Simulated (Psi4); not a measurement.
H₂Br₂OSn, singlet, geometry from GFN2-xTB (such geometries of metal compounds can be far from the true shape) (core potentials on Sn); R2SCAN/def2-QZVPPD run with Psi4.

Psi4 was given this input:
```
memory 2 GB

molecule mol {
0 1
Sn   -0.327186   -0.336240    0.514075
O    -1.805064   -1.348934   -0.274116
Br   -0.711718    2.052521   -0.098153
Br    1.674491   -1.221547   -0.625022
H    -0.262750   -0.583060    2.227046
H    -2.634499   -0.897541   -0.426724
}

set {
  basis def2-qzvppd
  reference rks
}

energy('r2scan')
print_variables()
```

Question: Predict the main parts of the log of this Psi4 run.

Answer: 
```
   => Loading Basis Set <=

    Name: DEF2-QZVPPD
    Role: ORBITAL
    Keyword: BASIS

    !!!  WARNING: ECP capability is in beta. Please check occupations closely.  !!!

         ---------------------------------------------------------
                                   SCF
               by Justin Turney, Rob Parrish, Andy Simmonett
                          and Daniel G. A. Smith
                              RKS Reference
         ---------------------------------------------------------

  ==> Geometry <==

    Molecular point group: c1
    Full point group: C1

    Geometry (in Angstrom), charge = 0, multiplicity = 1:

       Center              X                  Y                   Z               Mass
    ------------   -----------------  -----------------  -----------------  -----------------
         SN          -0.343951401986    -0.343661483109     0.507322990391   119.902201630000
         O           -1.821829401986    -1.356355483109    -0.280868009609    15.994914619570
         BR          -0.728483401986     2.045099516891    -0.104905009609    78.918337600000
         BR           1.657725598014    -1.228968483109    -0.631774009609    78.918337600000
         H           -0.279515401986    -0.590481483109     2.220293990391     1.007825032230
         H           -2.651264401986    -0.904962483109    -0.433476009609     1.007825032230

  Running in c1 symmetry.

  Rotational constants: A =      0.07096  B =      0.02418  C =      0.01963 [cm^-1]
  Rotational constants: A =   2127.28066  B =    724.89092  C =    588.34716 [MHz]
  Nuclear repulsion =  655.694134783381060

  Charge       = 0
  Multiplicity = 1
  Electrons    = 102
  Nalpha       = 51
  Nbeta        = 51

  ==> Algorithm <==

  SCF Algorithm Type is DF.
  DIIS enabled.
  MOM disabled.
  Fractional occupation disabled.
  Guess Type is SAD.
  Energy threshold   = 1.00e-06
  Density threshold  = 1.00e-06
  Integral threshold = 1.00e-12

  ==> Primary Basis <==

  Basis Set: DEF2-QZVPPD
    Blend: DEF2-QZVPPD
    Number of shells: 126
    Number of basis functions: 416
    Number of Cartesian functions: 511
    Spherical Harmonics?: true
    Max angular momentum: 4

  Core potential: DEF2-QZVPPD
    Number of shells: 4
    Number of ECP primitives: 18
    Number of ECP core electrons: 28
    Max angular momentum: 3

  ==> DFT Potential <==

   => LibXC <=

    Version 7.1.2
    S. Lehtola, C. Steigemann, M. J. T. Oliveira, and M. A. L. Marques,  SoftwareX 7, 1–5 (2018) (10.1016/j.softx.2017.11.002)

   => Composite Functional: R2SCAN <=

    r2SCAN Meta-GGA XC Functional  (0.1021/acs.jpclett.0c02405)
    J. W. Furness, A. D. Kaplan, J. Ning, J. P. Perdew, J. Sun  J. Phys. Chem. Lett.  11, 8208–8215, 2020

    Deriv               =              1
    GGA                 =           TRUE
    Meta                =           TRUE

    Exchange Hybrid     =          FALSE
    MP2 Hybrid          =          FALSE

   => Exchange Functionals <=

    1.0000   XC_MGGA_X_R2SCAN

   => Correlation Functionals <=

    1.0000   XC_MGGA_C_R2SCAN

   => LibXC Density Thresholds  <==

    XC_MGGA_C_R2SCAN:  1.00E-15
    XC_MGGA_X_R2SCAN:  1.00E-11

   => Molecular Quadrature <=

    Radial Scheme          =       TREUTLER
    Pruning Scheme         =           NONE
    Nuclear Scheme         =       TREUTLER

    Blocking Scheme        =         OCTREE
    BS radius alpha        =              1
    Pruning alpha          =              1
    Radial Points          =             75
    Spherical Points       =            302
    Total Points           =         131578
    Total Blocks           =           1095
    Max Points             =            256
    Max Functions          =            360
    Weights Tolerance      =       1.00E-15

   => Loading Basis Set <=

    Name: (DEF2-QZVPPD AUX)
    Role: JKFIT
    Keyword: DF_BASIS_SCF

  ==> Integral Setup <==

  SCF_SUBTYPE=INCORE selected. In-core MEM_DF algorithm will be used.
  Using in-core AOs.

[...]
    Schwarz Cutoff:           1E-12
    Mask sparsity (%):      12.2723
    Fitting Condition:        1E-10

   => Auxiliary Basis Set <=

  Basis Set: (DEF2-QZVPPD AUX)
    Blend: DEF2-UNIVERSAL-JKFIT
    Number of shells: 203
    Number of basis functions: 863
    Number of Cartesian functions: 1184
    Spherical Harmonics?: true
    Max angular momentum: 5

  Minimum eigenvalue in the overlap matrix is 5.3522911330E-05.
  Reciprocal condition number of the overlap matrix is 5.4131679432E-06.
    Using symmetric orthogonalization.

  ==> Pre-Iterations <==

  SCF Guess: Superposition of Atomic Densities via on-the-fly atomic UHF (no occupation information).

   -------------------------
    Irrep   Nso     Nmo
   -------------------------
     A        416     416
   -------------------------
    Total     416     416
   -------------------------

  ==> Iterations <==

                           Total Energy        Delta E     RMS |[F,P]|

   @DF-RKS iter SAD: -5435.10718814470147   -5.43511e+03   0.00000e+00
   @DF-RKS iter   1: -5437.82313865508695   -2.71595e+00   8.00546e-03 DIIS/ADIIS
   @DF-RKS iter   2: -5430.80821458640912    7.01492e+00   1.04733e-02 DIIS/ADIIS
   @DF-RKS iter   3: -5435.54678023413999   -4.73857e+00   6.44281e-03 DIIS/ADIIS
   @DF-RKS iter   4: -5438.91815254619996   -3.37137e+00   2.33784e-03 DIIS/ADIIS
   @DF-RKS iter   5: -5439.14067490266098   -2.22522e-01   1.22967e-03 DIIS/ADIIS
   @DF-RKS iter   6: -5439.26628582808280   -1.25611e-01   8.29670e-04 DIIS/ADIIS
   @DF-RKS iter   7: -5439.31223607982974   -4.59503e-02   3.27712e-04 DIIS/ADIIS
   @DF-RKS iter   8: -5439.31889301819137   -6.65694e-03   9.67894e-05 DIIS
   @DF-RKS iter   9: -5439.31941970658681   -5.26688e-04   3.13473e-05 DIIS
   @DF-RKS iter  10: -5439.31946750625866   -4.77997e-05   9.35280e-06 DIIS
   @DF-RKS iter  11: -5439.31947319991741   -5.69366e-06   2.61777e-06 DIIS
   @DF-RKS iter  12: -5439.31947361223047   -4.12313e-07   8.68959e-07 DIIS
  Energy and wave function converged.

  ==> Post-Iterations <==

   Electrons on quadrature grid:
      Ntotal   =  101.9999921836 ; deviation = -7.816e-06

    Orbital Energies [Eh]
    ---------------------

    Doubly Occupied:

[...]
    Virtual:

[...]
    Final Occupation by Irrep:
              A
    DOCC [    51 ]
    NA   [    51 ]
    NB   [    51 ]

  @DF-RKS Final Energy: -5439.31947361223047

   => Energetics <=

    Nuclear Repulsion Energy =            655.6941347833810596
    One-Electron Energy =               -8955.9368492200392211
    Two-Electron Energy =                3071.1084445847059214
    DFT Exchange-Correlation Energy =    -210.1852037602791654
    Empirical Dispersion Energy =           0.0000000000000000
    VV10 Nonlocal Energy =                  0.0000000000000000
    Total Energy =                      -5439.3194736122304676

Computation Completed

Properties will be evaluated at   0.000000,   0.000000,   0.000000 [a0]

Properties computed using the SCF density matrix

 Multipole Moments:

 ------------------------------------------------------------------------------------
     Multipole            Electronic (a.u.)      Nuclear  (a.u.)        Total (a.u.)
 ------------------------------------------------------------------------------------

 L = 1.  Multiply by 2.5417464519 to convert [e a0] to [Debye]
 Dipole X            :        -14.4585924           14.0805969           -0.3779955
 Dipole Y            :        -16.2712061           16.3607683            0.0895622
 Dipole Z            :         29.1325887          -28.5023347            0.6302539
 Magnitude           :                                                    0.7403526

 ------------------------------------------------------------------------------------

  Variable Map:
  ----------------------------------------------------------------------------
[...]
  Array Variable Map:
  ----------------------------------------------------------------------------
[...]
[...]
```
